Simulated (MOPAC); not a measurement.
Job for MOPAC: PM7 on NaO-, 2S+1 = 3, a spin state set in the input, which need not be the lowest, a point of a bond scan (R = 2.263 Å). Charge -1.

```
PM7 1SCF PRECISE CHARGE=-1 UHF MS=1 THREADS=1
NaO

O      0.00000000 1     0.00000000 1     0.00000000 1
Na     0.00000000 1     0.00000000 1     2.26272600 1
```

Output:

```
*******************************************************************************
 **                                                                           **
 **                              MOPAC v23.2.5                                **
 **                                                                           **
 *******************************************************************************
 ** MOPAC's Digital Object Identifier: https://doi.org/10.5281/zenodo.6511958 **
 **                                                                           **
 ** Please cite the open-source release paper for use of this MOPAC version:  **
 ** J. E. Moussa and J. J. P. Stewart (2026)                                  **
 ** MOPAC: An open-source semiempirical molecular orbital program             **
 ** J. Open Source Softw., 11(119), 8025, https://doi.org/10.21105/joss.08025 **
 *******************************************************************************

                              PM7 CALCULATION RESULTS

 *******************************************************************************
 *  PM7        - The PM7 Hamiltonian to be used
 *  UHF        - UNRESTRICTED HARTREE-FOCK CALCULATION
 *
 *
 *
 *                 CHARGE ON SYSTEM = -1
 *
 *
 *
 *  MS=        - IN MECI, MAGNETIC COMPONENT OF SPIN =  1.0
 *  PRECISE    - TIGHTER CRITERIA TO BE USED
 *  1SCF       - DO 1 SCF AND THEN STOP
 *  THREADS=1  - MULTI-THREADING NOT USED
 *  T=         - A TIME OF 172800.0 SECONDS REQUESTED
 *  DUMP=N     - RESTART FILE WRITTEN EVERY 7200.0 SECONDS REQUESTED
 *******************************************************************************
PM7 1SCF PRECISE CHARGE=-1 UHF MS=1 THREADS=1
 NaO

   ATOM   CHEMICAL          X               Y               Z
  NUMBER   SYMBOL      (ANGSTROMS)     (ANGSTROMS)     (ANGSTROMS)

     1       O          0.00000000  *   0.00000000  *   0.00000000  *
     2      Na          0.00000000  *   0.00000000  *   2.26272600  *



          CARTESIAN COORDINATES

    NO.       ATOM           X           Y           Z

     1         O          0.0000      0.0000      0.0000
     2        Na          0.0000      0.0000      2.2627

 General Reference for PM7:
 "Optimization of Parameters for Semiempirical Methods VI: More Modifications to the
 NDDO Approximations and Re-optimization of Parameters", J. J. P. Stewart, J. Mol. Mod., 1:32, 19 (2013)
 https://link.springer.com/article/10.1007/s00894-012-1667-x

           Empirical Formula: O Na  =     2 atoms



      MOLECULAR POINT GROUP   :   C*v


          UHF CALCULATION, NO. OF ALPHA ELECTRONS =    5
                           NO. OF BETA  ELECTRONS =    3

 -------------------------------------------------------------------------------
 PM7 1SCF PRECISE CHARGE=-1 UHF MS=1 THREADS=1
 NaO



     1SCF WAS SPECIFIED, SO BFGS WAS NOT USED
     SCF FIELD WAS ACHIEVED


                              PM7 CALCULATION
                                                       MOPAC v23.2.5 Linux




          FINAL HEAT OF FORMATION =         47.38391 KCAL/MOL =     198.25428 KJ/MOL


          COSMO AREA              =         98.28 SQUARE ANGSTROMS
          COSMO VOLUME            =         88.71 CUBIC ANGSTROMS

          IONIZATION POTENTIAL    =          0.074618 EV
          ALPHA SOMO LUMO (EV)    =         -0.075 19.073
          BETA  SOMO LUMO (EV)    =         -2.431  7.108
          NO. OF ALPHA ELECTRONS  =          5
          NO. OF BETA  ELECTRONS  =          3
          MOLECULAR WEIGHT        =         38.9892         POINT GROUP:  C*v

          MOLECULAR DIMENSIONS (Angstroms)

            Atom       Atom       Distance
           Na     2    O     1     2.26273
           Na     2    O     1     0.00000
            O     1   Na     2     0.00000


          SCF CALCULATIONS        =          1





   ATOM   CHEMICAL          X               Y               Z
  NUMBER   SYMBOL      (ANGSTROMS)     (ANGSTROMS)     (ANGSTROMS)

     1       O          0.00000000  *   0.00000000  *   0.00000000  *
     2      Na          0.00000000  *   0.00000000  *   2.26272600  *

                             CARTESIAN COORDINATES

   1    O        0.000000000     0.000000000     0.000000000
   2   Na        0.000000000     0.000000000     2.262726000


           Empirical Formula: O Na  =     2 atoms



      MOLECULAR POINT GROUP   :   C*v


          ALPHA EIGENVALUES
 -17.54409  -5.29363  -3.83567  -3.39349  -0.07462  19.07261  19.36638  19.36948


           BETA EIGENVALUES
 -12.52612  -2.84446  -2.43084   7.10780  18.76131  22.59763  22.61103  23.64426


              NET ATOMIC CHARGES AND DIPOLE CONTRIBUTIONS

  ATOM NO.   TYPE          CHARGE      No. of ELECS.   s-Pop       p-Pop
    1          O          -0.947052        6.9471     1.98857     4.95848
    2         Na          -0.052948        1.0529     0.78792     0.26502
 DIPOLE           X         Y         Z       TOTAL
 POINT-CHG.     0.000     0.000     5.833     5.833
 HYBRID         0.000     0.000    -2.562     2.562
 SUM            0.000     0.000     3.271     3.271


          ATOMIC ORBITAL ELECTRON POPULATIONS

     Atom    s        px        py        pz
    1  O   1.98857   1.99746   0.99884   1.96218
    2 Na   0.78792   0.00254   0.00116   0.26133


                    (SZ)    =    1.000000
                    (S**2)  =    2.000210


          ATOMIC ORBITAL SPIN POPULATIONS

    Atom   Total    s     px     py     pz
         Atomic
    1  O  1.0019  0.002 -0.000  0.999  0.001
    2 Na  0.9981  0.778  0.000  0.001  0.218

 **********************
 *                    *
 * JOB ENDED NORMALLY *
 *                    *
 **********************




 == MOPAC DONE ==
```

The run finished.

Cost: roughly 0.03 core-seconds.
